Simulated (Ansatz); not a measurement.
A set of 12 reactions (silylene extrusion), with CCSD(T)/CBS values in kJ/mol:

```csv
reaction,ΔE
`O[SiH](F)I` → HI + `O[Si]F`,227.3
`O[SiH2][Si](F)(Cl)Cl` → `Cl[Si]Cl` + `O[SiH2]F`,122.5
`N[SiH2][SiH2][SiH3]` → `[SiH3][SiH3]` + `N[SiH]`,155.7
`C#C[SiH](F)Cl` → `F[Si]Cl` + `C#C`,185.6
`O[SiH](O)/C=[CH]\[GeH3]` → `C=[CH][GeH3]` + `O[Si]O`,133.3
`O[SiH](Br)O[SiH3]` → H₂O + `[SiH3]O[Si]Br`,250.0
`CC[SiH]([SiH3])Cl` → `CC[SiH3]` + `[SiH]Cl`,205.3
`N=C([SiH3])[SeH]` → `N=C[SeH]` + `[SiH2]`,233.7
`O[SiH2]SS` → `O[SiH]` + `SS`,254.9
`CO[SiH2]C` → CH₃OH + `C[SiH]`,327.4
`C[SiH2]C[SiH2]Cl` → `C[SiH2]C` + `[SiH]Cl`,208.9
`F[SiH2]I` → `FI` + `[SiH2]`,610.8
```

Isolated molecules relaxed with PBE0-D4/def2-TZVP in Ansatz; ΔE leaves out vibrations. CCSD(T)/CBS adds triple-zeta CCSD(T) − MP2 to the extrapolated MP2 energy (def2 sets, frozen cores). This one scheme is used for every species. Functionals use def2-TZVPP. B3LYP here is the variant with VWN-RPA as its local correlation; programs differ in this. Elements past krypton have def2 core potentials. For Br, Ge, I, Se outer-core shells are correlated without core-valence functions, which leaves a few kJ/mol of doubt a bond. Scalar relativity is left out up to krypton. Each species was taken in one conformer, which may not be the lowest.

Give the mean, mean absolute and largest difference (level minus CCSD(T)/CBS, kJ/mol) for: PBE-D4, r2SCAN-D4, PBE0-D4, B3LYP-D4, ωB97M-V, B2PLYP, r2SCAN, B3LYP, MP2/def2-TZVPP, SCS-MP2/def2-TZVPP, MP2/def2-QZVPP, HF/CBS(def2), MP2/CBS(def2), CCSD/CBS(def2). (An estimate is asked.)

Ansatz gave: 
```json
{"level": "PBE-D4", "mean": "-6.9", "mean absolute": "9.9", "largest": "-22.3"}
{"level": "r2SCAN-D4", "mean": "15.2", "mean absolute": "15.2", "largest": "18.2"}
{"level": "PBE0-D4", "mean": "8.0", "mean absolute": "8.1", "largest": "16.3"}
{"level": "B3LYP-D4", "mean": "-9.7", "mean absolute": "9.7", "largest": "-21.2"}
{"level": "ωB97M-V", "mean": "-10.0", "mean absolute": "10.0", "largest": "-15.7"}
{"level": "B2PLYP", "mean": "-10.2", "mean absolute": "10.2", "largest": "-14.1"}
{"level": "r2SCAN", "mean": "12.6", "mean absolute": "12.6", "largest": "16.9"}
{"level": "B3LYP", "mean": "-25.2", "mean absolute": "25.2", "largest": "-31.3"}
{"level": "MP2/def2-TZVPP", "mean": "12.9", "mean absolute": "12.9", "largest": "37.3"}
{"level": "SCS-MP2/def2-TZVPP", "mean": "1.1", "mean absolute": "4.4", "largest": "11.1"}
{"level": "MP2/def2-QZVPP", "mean": "16.3", "mean absolute": "16.3", "largest": "38.9"}
{"level": "HF/CBS(def2)", "mean": "-10.5", "mean absolute": "13.0", "largest": "-28.6"}
{"level": "MP2/CBS(def2)", "mean": "19.0", "mean absolute": "19.0", "largest": "42.9"}
{"level": "CCSD/CBS(def2)", "mean": "-2.0", "mean absolute": "2.4", "largest": "-6.9"}
```

The largest T1 diagnostic in the set is 0.016, for `O[SiH]` (customary mark 0.02).

CCSD(T)/CBS is a level of theory with its own doubt, and the functionals carry their triple-zeta basis error, so these figures describe this set and don't rank the functionals.
